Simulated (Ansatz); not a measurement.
Reaction (ligand exchange at a B–C bond): `BBC[SiH3]` + `C[SiH](O)F` → `BBO[SiH](C)F` + `C[SiH3]`

Computed with Ansatz on PBE0-D4/def2-TZVP structures; ΔE is electronic, products minus reactants. CCSD(T)/CBS adds triple-zeta CCSD(T) − MP2 to the extrapolated MP2 energy (def2 sets, frozen cores). This one scheme is used for every species. Functionals use def2-TZVPP. Each species was taken in one conformer, which may not be the lowest.

`BBC[SiH3]`:

Cartesian coordinates in Å:
```
B 1.331 1.474 -0.927
B 0.064 1.101 0.048
C -1.012 0.010 -0.151
Si -0.355 -1.561 0.674
H 2.394 0.920 -0.850
H 1.269 2.368 -1.727
H 0.023 1.725 1.083
H -1.205 -0.277 -1.189
H -1.958 0.220 0.358
H -0.001 -1.311 2.095
H -1.403 -2.614 0.622
H 0.853 -2.054 -0.038
```

`C[SiH](O)F`:

```xyz
9

C     0.758   -0.306   -0.817
Si   -0.323    0.565    0.408
O    -1.618   -0.321    0.866
F     0.583    0.898    1.685
H     1.605    0.325   -1.097
H     0.197   -0.546   -1.723
H     1.157   -1.237   -0.405
H    -0.878    1.840   -0.090
H    -1.482   -1.218    1.173
```

`BBO[SiH](C)F`:

Cartesian coordinates in Å:
```
B -2.545 -0.254 1.673
B -1.509 -0.541 0.395
O -0.194 -0.193 0.399
Si 1.001 -0.425 -0.709
C 2.050 1.087 -0.796
F 1.885 -1.648 -0.193
H -2.741 -1.073 2.527
H -3.199 0.749 1.748
H -1.952 -1.084 -0.598
H 0.401 -0.830 -2.001
H 1.464 1.940 -1.147
H 2.454 1.331 0.189
H 2.885 0.939 -1.485
```

`C[SiH3]`:

Z-matrix (Å, degrees):
```
C
Si 1 1.871
H 1 1.092 2 110.8
H 1 1.092 2 110.8 3 -120.0
H 1 1.092 2 110.8 3 120.0
H 2 1.488 1 110.7 3 -179.9
H 2 1.488 1 110.7 3 -59.9
H 2 1.488 1 110.7 3 60.1
```

CCSD(T)/CBS gives -1.06 eV.

Question: Another level gave -1.02 eV. Which?
A. BHLYP-D4/def2-TZVPP
B. MP2/def2-TZVPP
C. revPBE-D4/def2-TZVPP
D. r2SCAN/def2-TZVPP

Answer: D. r2SCAN -1.02, BHLYP-D4 -1.16, MP2/def2-TZVPP -1.07, revPBE-D4 -0.95 eV.

Question: What do rigid-rotor, harmonic-oscillator terms from PBE0-D4/def2-TZVP frequencies (298.15 K, 1 bar) make of the CCSD(T)/CBS value? (An estimate is asked.)

Answer: Ansatz gave: ΔZPE = +0.01 eV, ΔH = -1.05 eV, ΔS = -9 J/(mol·K), ΔG = -1.02 eV. Modes under 50 cm⁻¹ make the entropy rough.

Largest T1 diagnostic among the species: 0.012.

Leaving LDA and LC-ωPBE aside and taking each functional with its dispersion term where it has one, the values spread over 0.21 eV, from BHLYP-D4 to revPBE-D4. In def2-TZVPP, CCSD(T) changes the Hartree–Fock value by +0.19 eV (the triples alone add +0.02 eV) and MP2 by +0.21 eV.
